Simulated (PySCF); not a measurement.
C₅H₁₁FSi, SMILES [Si](/C=C\F)(C)(C)C, GFN2-xTB optimised geometry.

```
18

C      1.63     0.27     0.00
Si    -0.28     0.27     0.00
C     -0.94    -0.70    -1.50
C     -0.94     2.05     0.00
C     -0.90    -0.55     1.60
C     -0.64    -1.80     1.93
F      0.10    -2.61     1.15
H      2.03     0.71    -0.91
H      2.02    -0.74     0.07
H      2.03     0.83     0.84
H     -0.59    -0.27    -2.43
H     -2.03    -0.69    -1.53
H     -0.62    -1.73    -1.47
H     -0.62     2.59    -0.89
H     -2.03     2.07     0.02
H     -0.59     2.61     0.86
H     -1.50     0.01     2.29
H     -0.97    -2.32     2.83
```

Density from B3LYP/def2-SVP run with PySCF at that geometry.

Minimum of the electron density along straight lines between bonded atoms, close to the bond critical point (lines longer than 1.1 times the sum of covalent radii, or with two minima, are not listed):

```
bond    length / Å  ρ at the minimum / e bohr⁻³  ∇²ρ there / e bohr⁻⁵  position (fraction from the first atom)
------  ----------  ---------------------------  --------------------  ---------------------------------------
C1–Si2       1.906                        0.110                  0.31                                     0.62
Si2–C3       1.906                        0.110                  0.31                                     0.38
Si2–C4       1.906                        0.110                  0.32                                     0.38
Si2–C5       1.902                        0.107                  0.34                                     0.38
C5–C6        1.318                        0.351                 -0.99                                     0.46
C6–F7        1.348                          ___                   ___                                     0.33
C1–H8        1.086                        0.272                 -0.97                                     0.62
C1–H9        1.085                        0.273                 -0.98                                     0.63
C1–H10       1.087                        0.272                 -0.97                                     0.62
C3–H11       1.086                        0.272                 -0.97                                     0.62
C3–H12       1.086                        0.272                 -0.97                                     0.62
C3–H13       1.085                        0.273                 -0.98                                     0.63
C4–H14       1.085                        0.273                 -0.97                                     0.62
C4–H15       1.086                        0.272                 -0.97                                     0.62
C4–H16       1.086                        0.272                 -0.97                                     0.62
C5–H17       1.079                        0.277                 -1.02                                     0.63
C6–H18       1.083                        0.290                   ___                                     0.65
```

Q: What belongs in the gaps?

A: 
- C6–F7, ρ at the minimum / e bohr⁻³: 0.250
- C6–F7, ∇²ρ there / e bohr⁻⁵: 0.16
- C6–H18, ∇²ρ there / e bohr⁻⁵: -1.16
